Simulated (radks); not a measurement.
Values are calculated unless marked as measured or tabulated.
Trend from B3+ to Ne3+: ionisation energy by Delta-SCF between NIST ground configurations, and size. Code: a radial shooting solver on a logarithmic mesh with Libxc functionals. Model: non-relativistic Kohn-Sham, PBEsol, spin-polarised, spherical densities, point nucleus; open shells are filled with parallel spins first.

species  configuration  IE (eV)  NIST (eV)       kind  outermost  <r> outermost (bohr)
B3+               [He]   257.40     259.37     theory         1s                 0.327
C3+           [He] 2s1   64.513     64.494       exp.         2s                  1.27
N3+           [He] 2s2   76.070     77.474       exp.         2s                  1.11
O3+       [He] 2s2 2p1   77.418     77.414       exp.         2s                 0.986
F3+       [He] 2s2 2p2   87.651      87.18  semi-emp.         2s                 0.890
Ne3+      [He] 2s2 2p3   97.504     97.190  semi-emp.         2s                 0.812

Reference values: NIST Atomic Spectra Database (exp. = measured, semi-emp. = semi-empirical, theory = theoretical value adopted there). Open shells are spherical and high-spin; term and fine-structure splittings are not resolved.
